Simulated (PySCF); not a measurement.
This script is equivalent to a calculation on Sr²⁺ (strontium, charge +2).

```python
from pyscf import gto, scf, dft, mp, cc
import basis_set_exchange as bse
mol = gto.M(atom="Sr 0 0 0", charge=2, spin=0, symmetry="D2h",
            basis=gto.basis.parse(bse.get_basis("Sapporo-DKH3-DZP-2012", elements=["Sr"], fmt="nwchem", header=False)),
            nucmod="G")
mf = dft.UKS(mol, xc="M06L").sfx2c1e()
mf.irrep_nelec = {'Ag': (6, 6), 'B1g': (1, 1), 'B2g': (1, 1), 'B3g': (1, 1), 'B1u': (3, 3), 'B2u': (3, 3), 'B3u': (3, 3)}
mf.kernel()
```

(1) What total energy does it give?

(2) Which occupied shell lies highest, and where?

Results:

(1) -3178.38 hartree (calculated).

(2) 4p, at -37.010 eV.
